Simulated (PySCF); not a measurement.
# Stationary points of In(OH)₂

Computed with PBE0/[In def2-TZVP with ECP28, O def2-TZVP, H def2-TZVP], scalar-relativistic core potentials, density fitting, no spin–orbit coupling, PySCF.

Relaxations began from a few typed shapes; open shells are unrestricted. The search is not exhaustive: other isomers or separated fragments can lie lower, and high-lying points may rest on an excited occupation.

**Question.** Order these stationary points by electronic energy, lowest first, in kJ/mol from the lowest minimum.
A. doublet Cs: In–O 2.002 Å, In–O 2.012 Å, O–H 0.961 Å, O–H 0.963 Å; H–O–In 109.8°, H–O–In 114.1°, O–In–O 113.6°
B. doublet C2v: In–O 2.004 Å (×2), O–H 0.961 Å (×2); H–O–In 112.8° (×2), O–In–O 113.6°
C. doublet C2h: In–O 2.065 Å (×2), O–H 0.965 Å (×2); H–O–In 111.4° (×2), O–In–O 180.0°

**Answer.** B (0.0), A (4.8), C (63.0).

**Question.** Which of them are minima?

**Answer.** By energy in kJ/mol, 0.0: minimum; 4.8: minimum; 63.0: saddle point, 3 imaginary modes.

For the lowest minimum: with an element this heavy the missing spin–orbit coupling can shift these numbers.
